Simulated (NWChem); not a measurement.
Species: C3H2Cl2; SMILES ClC=C=CCl

```xyz
7

Cl     2.4940    -0.0978     0.3892
C      1.2129     0.4871    -0.6177
C      0.0000     0.0000    -0.6035
C     -1.2129    -0.4871    -0.6177
Cl    -2.4940     0.0978     0.3892
H      1.5124     1.3098    -1.2746
H     -1.5124    -1.3098    -1.2746
```
Atoms are numbered in this order, from 1.

Computed with NWChem. Pople sets run with spherical d functions. The geometry was optimised at PBE0/def2-SVP. Vzz is the largest principal value of the second derivative of the potential at the nucleus (NWChem prints the opposite sign); η is the asymmetry. Non-relativistic.

```
level            Vzz Cl5 (a.u.)  η Cl5  relative time
---------------  --------------  -----  -------------
B3LYP/6-31G*              3.725   0.12              1
B3LYP/def2-TZVP           4.063   0.13              4
PBE0/def2-SVP             3.647   0.13              1
PBE0/cc-pVTZ              3.699   0.13              6
```

Relative times are rough (shared machine, one core).
